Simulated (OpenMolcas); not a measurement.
**Ionisation energies of copper**

```
Program             : OpenMolcas 26.06
Basis               : ANO-RCC-VQZP [7s6p4d3f2g1h]
Scalar Hamiltonian  : DKH2, point nucleus
Spin-orbit coupling : RASSI with atomic mean-field integrals over the reference wave functions, term energies averaged over their components
```

Active shells in each charge state: the valence d shell, with orbitals averaged over the low states. Where CASPT2's correlated closed shells are named, they are those of the first ion.

A. CASSCF
B. SS-CASPT2, IPEA 0.25 Eh, imaginary shift 0.1 Eh (closed shells correlated: 3s 3p)
C. SS-CASPT2, IPEA 0 Eh, imaginary shift 0.1 Eh (closed shells correlated: 3s 3p)
D. SS-CASPT2, IPEA 0.25 Eh, imaginary shift 0.1 Eh (closed shells correlated: none)
E. SS-CASPT2, IPEA 0.25 Eh, imaginary shift 0.1 Eh (closed shells correlated: 2s 2p 3s 3p)

Energies in eV between the lowest computed levels, named as in B; reference values from the NIST Atomic Spectra Database with their kind.

```
           From               To        A        B        C        D        E  Spin-orbit share in B                 Reference
Cu2+ 3d⁹ ²D_5/2     Cu3+ 3d⁸ ³F₄   34.108   37.296   37.243   36.880   37.311                 -0.066         36.841 (measured)
   Cu3+ 3d⁸ ³F₄  Cu4+ 3d⁷ ⁴F_9/2   55.159   57.659   57.613   57.307   57.678                 -0.015   57.380 (semi-empirical)
Cu4+ 3d⁷ ⁴F_9/2     Cu5+ 3d⁶ ⁵D₄   78.492   80.606   80.614   80.253   80.632                 +0.050   79.800 (semi-empirical)
   Cu5+ 3d⁶ ⁵D₄  Cu6+ 3d⁵ ⁶S_5/2  101.939  103.892  103.872  103.546  103.927                 +0.133  103.000 (semi-empirical)
Cu6+ 3d⁵ ⁶S_5/2     Cu7+ 3d⁴ ⁵D₀  138.061  139.126  139.162  138.871  139.175                 -0.234  139.000 (semi-empirical)
   Cu7+ 3d⁴ ⁵D₀  Cu8+ 3d³ ⁴F_3/2  166.063  167.106  167.129  166.729  167.169                 -0.103     166.000 (theoretical)
```

Error against the reference values, in %:

| From | Reference | A | B | C | D | E |
| --- | --- | --- | --- | --- | --- | --- |
| Cu2+ | measured | -7.4 | +1.2 | +1.1 | +0.1 | +1.3 |
| Cu3+ | semi-empirical | -3.9 | +0.5 | +0.4 | -0.1 | +0.5 |
| Cu4+ | semi-empirical | -1.6 | +1.0 | +1.0 | +0.6 | +1.0 |
| Cu5+ | semi-empirical | -1.0 | +0.9 | +0.8 | +0.5 | +0.9 |
| Cu6+ | semi-empirical | -0.7 | +0.1 | +0.1 | -0.1 | +0.1 |
| Cu7+ | theoretical | 0 | +0.7 | +0.7 | +0.4 | +0.7 |

Absolute error against the one measured value: A 2.73 eV, B 0.45 eV, C 0.40 eV, D 0.04 eV, E 0.47 eV. D lies closest.

The lowest level within the active space need not be the ion's true ground level.
